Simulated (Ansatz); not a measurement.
Compare A (`NBO[SiH3]`) with its isomer B (`BO[SiH2]N`).

Computed with Ansatz on PBE0-D4/def2-TZVP structures; ΔE is electronic, products minus reactants. CCSD(T)/CBS is the MP2 limit (def2-TZVPP, def2-QZVPP) plus CCSD(T) − MP2 in def2-TZVPP, frozen cores. Functionals use def2-TZVPP. One conformer a species, not always the lowest.

(1) Which is lower in electronic energy at CCSD(T)/CBS, and by how much? (An estimate is asked.)

(2) Give E(B) − E(A) in kcal/mol with PBE-D4, PBE0-D4, BLYP-D4, B2PLYP, CCSD(T)/def2-TZVPP, LDA (SPW92), r2SCAN-D4. (An estimate is asked.)

(3) Does the order hold for the free energy at 298.15 K (harmonic terms from PBE0-D4)? (Estimate.)

Largest T1 diagnostic: 0.012.

## Answers

(1) Ansatz gave: A, by 13.4 kcal/mol.

(2) The calculation gave: PBE-D4 15.4, PBE0-D4 15.1, BLYP-D4 14.5, B2PLYP 14.2, CCSD(T)/def2-TZVPP 13.9, LDA (SPW92) 17.0, r2SCAN-D4 15.0. None reverses the order clearly.

(3) The calculation gave: Yes: G(B) − G(A) = +13.0 kcal/mol, for one conformer each. Modes under 60 cm⁻¹, often nearly free rotors, make the harmonic entropy too high.

Leaving LDA and LC-ωPBE aside and taking each functional with its dispersion term where it has one, the values, not all of them listed here, spread over 1.5 kcal/mol, from ωB97M-V to PBE-D4. LDA lies +1.4 kcal/mol from PBE without D4. At CCSD(T), def2-SVP lies +5.1 kcal/mol from the extrapolated value and def2-TZVPP +0.6 kcal/mol.
